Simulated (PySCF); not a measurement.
# Ionisation energy of N²⁺ by level of theory

N²⁺ [He] 2s2 2p1 (2P) → N³⁺ [He] 2s2 (1S), as a difference of total energies. Calculation: PySCF 2.14, in dyall-av3z (15s9p3d2f, 71 functions); no relativity, point nucleus. Correlated levels: valence: 1s2 frozen; virtual orbitals above 40 to 60 times the deepest correlated orbital energy dropped. The calculations carry no spin-orbit coupling.

```
           method  ionisation energy (eV)  plus first-order spin-orbit estimate  difference from reference of that sum (eV)
              UHF                  47.299                                47.313                                      -0.132
              LDA                  47.871                                47.885                                      +0.440
              PBE                  48.026                                48.040                                      +0.595
             PBE0                  48.008                                48.023                                      +0.578
           r2SCAN                  48.218                                48.232                                      +0.787
          wB97M-V                  47.545                                47.560                                      +0.115
            TPSSh                  48.199                                48.214                                      +0.769
             BP86                  48.076                                48.090                                      +0.645
            M06-L                  48.135                                48.149                                      +0.704
    MP2 (valence)                  47.488                                47.503                                      +0.058
SCS-MP2 (valence)                  47.434                                47.448                                      +0.003
```

Reference: 47.445 eV (semi-empirical (NIST evaluation); NIST Atomic Spectra Database, ionization energies).

A first-order spin-orbit estimate (lowest level to lowest level, LS coupling) adds 0.014 eV.

Errors of the correlated levels include the incompleteness of this basis and the frozen core.
